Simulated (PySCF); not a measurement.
Cl₂Si, neutral, multiplicity 1. Atoms are numbered in the order given.

```xyz
3

Si     0.0000     0.0000     0.9328
Cl     0.0000     1.6067    -0.3841
Cl     0.0000    -1.6067    -0.3841
```

The structure is a stationary point at PBE0-D3(BJ)/def2-TZVP. The isomer is the one that the SMILES or the coordinates give; other isomers of the formula were not compared.

Level of theory: PBE/pcSseg-2 in PySCF.

GIAO shieldings, no solvent; atoms alike by connectivity are averaged. δ = σ(ref) − σ: ²⁹Si against TMS (σ = 324.1 ppm); ³⁵Cl against HCl (σ = 936.5 ppm), references at their B3LYP-D3(BJ)/def2-TZVP geometries, non-relativistic (without spin–orbit terms, shifts of atoms bonded to Cl or Br come out too high).

### Question
Estimate the chemical shifts. (Estimate from the structure and the level; the computed values follow.)

### Answer

```json
[
 {"nucleus": "²⁹Si", "atoms": "Si1", "count": "1", "δ (ppm)": "275.6"},
 {"nucleus": "³⁵Cl", "atoms": "Cl2, Cl3", "count": "2", "δ (ppm)": "569.5"}
]
```
